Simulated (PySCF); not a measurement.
## [Pr(H2CO)]3+: one run

[Pr(H2CO)]3+ (singlet in the valence; each metal's 4f electrons, 2 of them, lie in its core potential, out of spins and levels). PySCF 2.14.0, RKS PBE0, Pr lcecp-1-SVP with ECP48, O def2-SVP, C def2-SVP, H def2-SVP; non-relativistic Hamiltonian with scalar-relativistic core potentials where named; density fitting; no spin-orbit coupling. The geometry is an unrelaxed template.

```python
mol = gto.M(atom='''
Pr     0.00000     0.00000     0.00000
O      0.00000     0.00000     2.53500
C      0.00000     0.00000     3.75500
H      0.94000     0.00000     4.33500
H     -0.94000     0.00000     4.33500''',
    basis={'Pr': 'lcecp-1-SVP', 'O': 'def2-SVP', 'C': 'def2-SVP', 'H': 'def2-SVP'},
    ecp={'Pr': 'lcecp-1-SVP'},
    charge=3, spin=0)
mf = dft.RKS(mol, xc='PBE0')
mf.grids.atom_grid = (50, 194)  # f atoms: unpruned, at least (60, 302)
mf = mf.density_fit()  # fitting sets: Pr AutoAux, O def2-universal-JKFIT, C def2-universal-JKFIT, H def2-universal-JKFIT
mf.conv_tol = 1e-08; mf.max_cycle = 55
mf.kernel(dm0)  # dm0: free metal ions and neutral atoms
```

Run from Python with OMP_NUM_THREADS=2; the lines above give its settings. Where DIIS fails, smearing, a level shift and second-order steps follow.
It took 2 s on 2 threads of Arm Neoverse V1 (shared host), peak memory 0.39 GiB.

(1) Where do the frontier levels lie, over both spins?

(2) What are the Mulliken charges and spins?

An lcecp potential fixes the number of 4f electrons, so in runs with it no electron can move into or out of that shell.

Answers

(1) HOMO -22.92 eV, LUMO -19.59 eV. The 4f levels lie in the core potential and are missing.

(2) 
```tsv
atom	charge (e)	spin (e)
Pr1	2.575	0.000
O2	-0.369	0.000
C3	0.338	0.000
H4	0.228	0.000
H5	0.228	0.000
```
The spin of the 4f electrons in the core isn't counted.
